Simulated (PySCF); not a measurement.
**Exercise with solution: oscillator strength and radiative lifetime**

CH6GeO2Si, SMILES [CH3][GeH]1[O][SiH2][O]1.

Geometry: PBE0-D3(BJ)/def2-SVP. The structure was generated by enumeration, and PubChem lists no compound with its InChIKey, so it may never have been made.

TDA-PBE0/def2-SVPD run with PySCF 2.14.0 puts the first singlet state with f over 0.02 at 7.80 eV (vertical), with the transition dipole (0.478, -0.221, 0.040) in atomic units.

### Question
Find the oscillator strength, the wavelength and the radiative lifetime that this transition would have in vacuum if emission retraced absorption.

### Answer

|μ|² = 0.2789 au, so |μ| = 1.34 D. ΔE = 7.80/27.211 = 0.2866 hartree. f = (2/3) ΔE |μ|² = 0.053 (the program prints 0.053).
λ = 1239.84/7.80 = 159 nm; ν = 62911 cm⁻¹.
Einstein's coefficient A = 0.6670 ν² f s⁻¹ (ν in cm⁻¹) = 1.4e8 s⁻¹, so τ = 1/A = 7.1 ns. This state is S6; the lower singlets have f = 0.000, 0.009, 0.016, 0.003, 0.001. The figure is the radiative limit of this one transition; relaxation, internal conversion, crossing to triplets and a medium change what is measured.
